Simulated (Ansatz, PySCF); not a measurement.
Process, species as SMILES: NB(F)F → [NH]B(F)F + H atom (the H-N bond at the site shown breaks; other sites are not compared here)
Each molecule is optimised on its own at B3LYP-D3(BJ)/def2-TZVP (Ansatz, a first-principles code), one conformer each, not searched for the lowest. Frequencies are from Ansatz or PySCF.

Property: bond dissociation energy (0 K, with B3LYP-D3(BJ) harmonic zero-point energies), in kcal/mol. Cores are frozen in the correlated levels unless marked. UHF or UKS for open shells. Spin-orbit coupling is left out. No relativistic terms. Basis-set limits of correlation are two-point, X^-3; Hartree-Fock from the larger set. [CCSD(T)-MP2]/basis is that difference in the basis named.

```json
[
 {"level": "HF/6-31G*", "program": "Ansatz", "bond dissociation energy (kcal/mol)": "85.6"},
 {"level": "HF/cc-pVDZ", "program": "Ansatz", "bond dissociation energy (kcal/mol)": "86.1"},
 {"level": "B3LYP-D3(BJ)/def2-TZVPD", "program": "Ansatz + dftd3", "bond dissociation energy (kcal/mol)": "115.8"},
 {"level": "HSE06/def2-TZVPD", "program": "Ansatz", "bond dissociation energy (kcal/mol)": "114.5"},
 {"level": "wB97M-V/def2-TZVPD", "program": "Ansatz", "bond dissociation energy (kcal/mol)": "117.8"},
 {"level": "RPA@PBE/cc-pVQZ", "program": "Ansatz", "bond dissociation energy (kcal/mol)": "115.2"},
 {"level": "RI-MP2/CBS(aug-cc-pVTZ,aug-cc-pVQZ)+[CCSD(T)-MP2]/aug-cc-pVTZ", "program": "Ansatz", "bond dissociation energy (kcal/mol)": "119.4"}
]
```
